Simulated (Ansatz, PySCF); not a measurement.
Process, species as SMILES: F[SiH2][SiH2] -> F[SiH][SiH3]
Geometries: B3LYP-D3(BJ)/def2-TZVP minima from Ansatz (a quantum-chemistry and plane-wave program), one conformer each, not searched for the lowest.

Property: isomerisation energy (0 K, with B3LYP-D3(BJ) harmonic zero-point energies from PySCF), in eV. Cores are frozen in the correlated levels unless marked. Open shells are spin-unrestricted. No spin-orbit coupling. Non-relativistic. CBS(X,Y): correlation extrapolated as X^-3; Hartree-Fock from the larger set.

```csv
level,program,isomerisation energy (eV),minus last row
HF/6-31G,Ansatz,0.14,0.03
HF/aug-cc-pV(T+d)Z,Ansatz,0.11,0.00
HF/cc-pV(T+d)Z,Ansatz,0.12,0.01
revPBE-D3(BJ)/def2-TZVPD,Ansatz + dftd3,0.04,-0.07
B3LYP/def2-TZVPD,Ansatz,0.06,-0.05
PBE0/STO-3G,Ansatz,-0.31,-0.42
r2SCANh-D4/def2-TZVPD,Ansatz + dftd4,0.09,-0.02
HSE06-D4/def2-TZVPD,Ansatz + dftd4,0.07,-0.04
LC-wPBE-D4/def2-TZVPD,Ansatz + dftd4,0.08,-0.03
wB97M-V/def2-TZVPD,Ansatz,0.08,-0.03
PBE-QIDH/def2-TZVPD,Ansatz,0.10,-0.01
RPA@PBE/cc-pV(T+d)Z,Ansatz,0.10,-0.01
MP2/cc-pV(D+d)Z,Ansatz,0.14,0.03
"MP2/CBS(cc-pV(T+d)Z,cc-pV(Q+d)Z)",Ansatz,0.12,0.01
RI-MP2/cc-pV(T+d)Z,Ansatz,0.12,0.01
"RI-MP2/CBS(aug-cc-pV(T+d)Z,aug-cc-pV(Q+d)Z)",Ansatz,0.11,0.00
SCS-MP2/6-31G*,Ansatz,0.16,0.05
SCS-MP2/aug-cc-pV(D+d)Z,Ansatz,0.09,-0.02
SCS-MP2/cc-pV(D+d)Z,Ansatz,0.13,0.02
CCSD/cc-pV(T+d)Z,Ansatz,0.13,0.02
"CCSD(T)/CBS(aug-cc-pV(T+d)Z,aug-cc-pV(Q+d)Z)",Ansatz,0.11,0.00
```
